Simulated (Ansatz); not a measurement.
System: sum formula SiH2Cl, net charge 0, doublet state. It need not be the lowest isomer of its formula. SMILES: [SiH2]Cl
Geometry: optimised at B3LYP-D3(BJ)/def2-TZVP (Ansatz, a program for electronic structure).

Computed values are from Ansatz. Valence correlation only, unless marked. Open shells are spin-unrestricted. Spin-orbit coupling is left out. Non-relativistic. CBS marks a two-point X^-3 extrapolation of the correlation energy; Hartree-Fock from the larger set.

```json
{
 "atomisation energy De": "243.6 kcal/mol at CCSD(T)/CBS(def2-TZVPPD,def2-QZVPPD)",
 "vertical ionisation energy (to the singlet)": "8.90 eV at CCSD(T)/CBS(def2-TZVPPD,def2-QZVPPD)",
 "vertical electron affinity (to the singlet; negative means unbound)": "1.19 eV at CCSD(T)/CBS(def2-TZVPPD,def2-QZVPPD)",
 "total_energy": "-750.0363 Eh at CCSD(T)/CBS(def2-TZVPPD,def2-QZVPPD)",
 "dipole_moment": "1.23 D at CCSD(T)/aug-cc-pV(D+d)Z",
 "T1 diagnostic": "0.013 at CCSD/def2-QZVPPD"
}
```
